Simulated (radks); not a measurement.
The numbers below are computed, except where a source is named.
Neutral tellurium inside a hard spherical wall (all orbitals vanish at R), configuration held at [Kr] 4d10 5s2 5p4 and not refilled when levels cross. Level of theory: scalar-relativistic Kohn-Sham, LDA (Slater exchange, VWN5 correlation), spin-polarised, spherical densities, finite nucleus; open shells are filled with parallel spins first (spin-orbit coupling, left out, can overturn this in heavy ions); Fermi nuclear charge, rms radius 4.7423 fm (a radial shooting solver on a logarithmic mesh with Libxc functionals). Eigenvalues in eV for spin up, with the zero of energy where the potential of the charges vanishes at infinity; a dash marks a level that is unbound or too diffuse for the functional's potential to be trusted. A positive occupied level is held by the wall or, in an anion where self-interaction has pushed it up, behind a barrier. The pressure on the wall is -dE/dV.

| R (bohr) | E (hartree) | kinetic (hartree) | e(4p) | e(4d) | e(5s) | e(5p) | e(6s, empty) | e(5d, empty) | pressure (GPa) |
|---|---|---|---|---|---|---|---|---|---|
| free | -6788.68128 | 7110.519 | -114.18 | -41.732 | -15.792 | -6.546 | -0.563 | - | 0 |
| 20 | -6788.68128 | 7110.519 | -114.18 | -41.732 | -15.792 | -6.546 | -0.557 | 0.754 | < 0.0001 |
| 15 | -6788.68128 | 7110.519 | -114.18 | -41.732 | -15.792 | -6.546 | -0.513 | 0.984 | < 0.0001 |
| 12 | -6788.68127 | 7110.519 | -114.18 | -41.731 | -15.791 | -6.545 | -0.368 | 1.241 | 0.000219 |
| 10 | -6788.68114 | 7110.521 | -114.17 | -41.718 | -15.780 | -6.535 | -0.040 | 1.580 | 0.00463 |
| 4 | -6788.15566 | 7113.137 | -106.92 | -34.682 | -9.965 | 0.521 | 28.927 | 16.338 | 115 |
| 3 | -6786.13760 | 7121.011 | -95.469 | -23.783 | 2.683 | 16.549 | 80.068 | 40.891 | 1120 |
| 2.5 | -6782.43976 | 7134.363 | -82.754 | -11.571 | 21.717 | 39.816 | 145.37 | 72.655 | 4470 |
| 2 | -6771.04708 | 7173.492 | -56.660 | 14.957 | 73.193 | 99.631 | 292.12 | 145.45 | 23400 |
| 1.5 | -6726.48391 | 7312.466 | 10.420 | 88.871 | 245.94 | 286.77 | 689.46 | 346.81 | 182000 |
